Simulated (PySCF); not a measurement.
**Vibration and rotation of BeP⁻**

UHF-CCSD(T) constants of BeP⁻, ³Π (triplet), unpaired electrons σ ↑, π ↑ (PySCF, no relativity, basis sets Be aug-pcseg-1, P aug-pcseg-1; masses 9.0122 and 30.9738 u):

```
ωe   : 674.0 cm⁻¹
ωexe : 5.92 cm⁻¹
Be   : 0.60063 cm⁻¹
αe   : 0.00665 cm⁻¹
```

What force constant and bond length do these constants imply?

Reduced mass μred = 6.9810 u; k = 5.8918×10⁻⁷·μred·ωe² (u, cm⁻¹, mdyn/Å) = 1.87 mdyn/Å; Re = √(16.8576/(μred·Be)) (u, cm⁻¹, Å) = 2.005 Å.

Estimate the centrifugal constant D from the Kratzer relation and find the Dunham coefficient a1.

D = 4Be³/ωe² = 1.91e-06 cm⁻¹; a1 = −1 − αeωe/(6Be²) = -3.07.

Correlated steps freeze 5 core orbitals. The state is the lowest determinant that a PBE0 search found; another state may lie lower at other levels.
